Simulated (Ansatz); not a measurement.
Frontier orbitals of CH4SeSi, SMILES `[SiH3]C=[Se]`.

Charge 0, multiplicity 1. Correlated methods include outer-core shells of Se, which these sets cover unevenly. Scalar relativity is left out up to krypton. The structure was optimised at the PBE0-D4/def2-TZVP level. Basis def2-TZVPP, the Gaussian-basis code of Ansatz.

| functional | HOMO (eV) | LUMO (eV) | gap (eV) |
| --- | --- | --- | --- |
| LDA (SPW92) | -5.30 | -4.09 | 1.21 |
| PBE | -5.17 | -3.90 | 1.27 |
| BLYP | -5.01 | -3.74 | 1.27 |
| r2SCAN | -5.38 | -3.86 | 1.52 |
| PBE0 | -6.32 | -3.05 | 3.27 |
| HSE06 (plane-wave form) | -5.92 | -3.43 | 2.49 |
| BHLYP | -7.31 | -2.03 | 5.28 |
| ωB97M-V | -8.48 | -0.96 | 7.52 |

From PBE to PBE0 the HOMO moves by −1.15 eV and the LUMO by +0.85 eV, and with ωB97M-V by −3.31 and +2.94 eV, so the gap grows from 1.27 to 7.53 eV with exact exchange.
